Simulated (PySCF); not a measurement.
Vertical excitations of a molecule C3H8Si2 from TDA-PBE0/def2-SVPD (PySCF), as energy in eV (oscillator strength): 5.56 (0.024), 6.10 (0.078), 6.15 (0.079), 6.29 (0.068), 6.41 (0.031), 6.60 (0.117), 6.81 (0.128), 6.91 (0.024), 7.11 (0.004), 7.12 (0.030). Lowest triplet (TDA): 3.86 eV. Geometry: B3LYP-D3(BJ)/def2-SVP. One conformer was computed; it need not be the lowest.

### Question
Which structure fits?
(A) C=C=C([SiH3])[SiH3]
(B) C#CC([SiH3])[SiH3]
(C) C=C1[SiH2]C[SiH2]1
(D) C=C1C[SiH2][SiH2]1

### Answer
D, C=C1C[SiH2][SiH2]1
